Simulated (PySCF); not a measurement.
# Working with the constants of TeP

UHF-CCSD(T) constants of TeP, ²Π (doublet), unpaired electrons π ↑ (PySCF, scalar-relativistic core potentials, basis sets Te def2-SVP with ECP28, P def2-SVP; masses 129.9062 and 30.9738 u):

```
ωe           : 443.1 cm⁻¹
ωexe         : 1.79 cm⁻¹
Be           : 0.12831 cm⁻¹
αe           : 0.000580 cm⁻¹
De to Te + P : 2.32 eV
```

Question: What force constant and bond length do these constants imply?

Answer: Reduced mass μred = 25.010 u; k = 5.8918×10⁻⁷·μred·ωe² (u, cm⁻¹, mdyn/Å) = 2.89 mdyn/Å; Re = √(16.8576/(μred·Be)) (u, cm⁻¹, Å) = 2.292 Å.

Question: Estimate the centrifugal constant D from the Kratzer relation and find the Dunham coefficient a1.

Answer: D = 4Be³/ωe² = 4.3e-08 cm⁻¹; a1 = −1 − αeωe/(6Be²) = -3.60.

Correlated steps freeze 9 core orbitals. Correlated levels converge slowly with the basis: in double zeta they bind strong bonds too weakly, by up to about 1 eV, and carry superposition errors of some tenths. Spin–orbit coupling is left out, which matters for elements this heavy, above all for dissociation energies. The state is the lowest determinant that a PBE0 search found; another state may lie lower at other levels.
